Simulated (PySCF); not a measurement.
Vertical excitations of a molecule CH7ClO2Si2 from TDDFT-PBE/def2-SVPD (PySCF), as energy in eV (oscillator strength): 5.28 (0.009), 5.91 (0.028), 6.06 (0.004), 6.15 (0.019), 6.33 (0.005), 6.45 (0.010), 6.66 (0.026), 6.79 (0.010), 6.83 (0.000), 6.88 (0.036). Lowest triplet (TDA): 4.85 eV. Geometry: PBE0-D3(BJ)/def2-SVP. Other conformers were not sampled.

Problem. Which structure fits?
A) C[SiH2][Si](O)(O)Cl
B) OC[Si@](O)([SiH3])Cl
C) C[Si@@H](O)[Si@H](O)Cl
D) C[Si@@H](Cl)O[SiH2]O

Solution. C, C[Si@@H](O)[Si@H](O)Cl
